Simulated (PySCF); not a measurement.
Compound: CH8ClO2Si3 (doublet state).
Geometry (GFN2-xTB, Å), atoms numbered from 1 in this order:
```
atom  x, y, z in Å
Si1    2.5105    0.6514    0.7768
O2     1.8992   -0.7472    0.2139
Si3    0.8249   -1.6954   -0.5287
O4    -0.5973   -0.9097   -0.7249
C5    -1.2473   -0.0395    0.0527
Si6   -2.7580    0.8004   -0.5925
Cl7   -3.3739    2.0044    0.9093
H8     1.5800    1.7402    0.4769
H9     2.6533    0.4405    2.2153
H10    3.7836    0.8166    0.0822
H11    1.2014   -1.9152   -1.9112
H12    0.6680   -2.8389    0.3601
H13   -0.7864    0.1846    1.0086
H14   -3.8467   -0.1301   -0.9033
H15   -2.5157    1.6461   -1.7665
```

The hyperfine couplings belong to this conformer and change with its torsions.

As a line formula: `[SiH3]O[SiH2]O[CH][SiH2]Cl` [radical].

Theory: PySCF, UKS B3LYP, pcH-1 on C Cl H O Si, non-relativistic, mean-field spin-orbit, GIAO. One conformer (not necessarily the lowest) at the GFN2-xTB geometry, without solvent, vibrations or thermal averaging. GFN2-xTB frequencies show an imaginary mode (36i cm⁻¹), so this geometry is no minimum at that level. The geometry wasn't refined by DFT: couplings that depend on bond lengths, twists or pyramidal angles can differ widely from those at the functional's own minimum. No stability test was run, so a lower SCF solution isn't excluded.

Problem. Give the principal g shifts and their parts.

Solution. 
```tsv
Δg (ppm)	1	2	3
relativistic mass correction	-170	-170	-170
gauge correction	-4	38	35
orbital Zeeman/spin–orbit	-126	1529	2082
total	-300	1397	1948
```

So g = 2.00202, 2.00372, 2.00427 and g_iso = 2.00333; the tensor is rhombic: the two nearest values differ by 25 % of g3 − g1. Axes: g3 points within 4° of the Si3–O4 bond.

Problem. Average each term over the three axes. Which is largest in size?

Solution. The orbital-Zeeman/spin–orbit term 1162, the mass correction -170 and the gauge correction 23 ppm, for a total of 1015 ppm. The orbital-Zeeman/spin–orbit term is the largest in size. The mass correction is the same along every axis, so the anisotropy comes from the other two: their spans along these axes are 42 (gauge) and 2208 ppm (orbital Zeeman/spin–orbit).

Problem. What are the electron Larmor frequencies g μB B/h along the three axes at 3350 mT?

Solution. 93.8695, 93.9491, 93.9749 GHz for g1, g2 and g3, a range of 105.4 MHz.

Problem. In a frozen sample, at which fields do the three g values resonate at 9.5, 34, 94 and 263 GHz (hyperfine left aside), and which band first spreads them over more than twice a line width of 0.5 mT?

Solution. 
| band | GHz | B(g3) mT | B(g2) mT | B(g1) mT | spread mT |
| --- | --- | --- | --- | --- | --- |
| X | 9.5 | 338.65 | 338.75 | 339.03 | 0.38 |
| Q | 34.0 | 1212.03 | 1212.36 | 1213.39 | 1.36 |
| W | 94.0 | 3350.89 | 3351.82 | 3354.66 | 3.76 |
| J | 263.0 | 9375.37 | 9377.95 | 9385.90 | 10.53 |

The spread grows in proportion to the frequency. Q band is the first where it exceeds 1.0 mT.

The Mulliken spin populations are largest on C5 (+0.87) and O4 (+0.11). C5 is the only atom above +0.15. The angles at C5 add up to 359.8°, so it is planar; its axial dipolar tensor and the negative coupling of its proton fit spin in a p orbital normal to that plane.

The HOMO–LUMO gaps are 5.28 eV among the α and 6.20 eV among the β orbitals.
